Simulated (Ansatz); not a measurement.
Reading a saddle point

A first-order saddle point of SiH5SeF, singlet, PBE0-D4/def2-TZVP, with one imaginary mode of 621i cm⁻¹:

```
atom    x (Å)    y (Å)    z (Å)
 Si1  -0.6247   0.1047  -0.5765
  F2   1.2750   0.1762  -0.8717
  H3  -0.9334  -1.2164  -1.1586
  H4  -1.7084   0.5637   0.3346
  H5  -0.6314   1.1647  -1.6200
  H6   1.4526  -0.2947   0.1330
 Se7   0.5623  -0.8948   1.5307
  H8   0.6079   0.3966   2.2285
```

Computed with Ansatz 0.2.0 (basis: def2-TZVPP and def2-QZVPP); correlated methods freeze the cores. Filled d shells of the heavier atoms are correlated. The def2 sets are not built for correlating such inner shells, so the correlated values are less sure here. Extrapolation: Hartree–Fock as exp(−7.88 √X), correlation as X^−2.97.

**Question.** Which contacts change along the imaginary mode, and what lies on either side? (A judgement: the text doesn't fix the answer.)

**Answer.** By the calculation: The step is SiH₃F ([F][SiH3]) + H₂Se → SiH₄Se ([SiH3][SeH]) + HF, with the molecules in contact on both sides. Shortening one way: Si1–Se7, F2–H6; lengthening the same way: Si1–F2, H6–Se7.
| pair | one side (Å) | saddle (Å) | other side (Å) |
| --- | --- | --- | --- |
| Si1–Se7 | 3.88 | 2.62 | 2.30 |
| F2–H6 | 2.67 | 1.12 | 0.94 |
| Si1–F2 | 1.60 | 1.92 | 3.74 |
| H6–Se7 | 1.47 | 1.76 | 2.34 |

**Question.** Which side is lower, and how far does the saddle lie above each? (Judge from chemistry; the value comes from the calculation.)

**Answer.** Computed: The side with Si1–F2, H6–Se7 short is lower by 53.3 kJ/mol; the saddle lies 187.7 kJ/mol above it and 134.4 kJ/mol above the other (CCSD(T) at an estimated basis limit (MP2 extrapolated from triple and quadruple zeta, plus CCSD(T) − MP2 in triple zeta); electronic energies).

T1 diagnostic: at most 0.012.

Labels in which every atom is bracketed show which atoms are joined, not bond orders.

For scale, one of the runs: CCSD(T)/def2-TZVPP, 191 basis functions, launched by `ansatz run in.yaml --threads 4 --pin off --events-out ev --progress --plain --max-ram 9574MiB`. The run took 110 s on 4 CPU threads of an AMD EPYC (shared host), with 2.1 GiB of host memory at its peak.
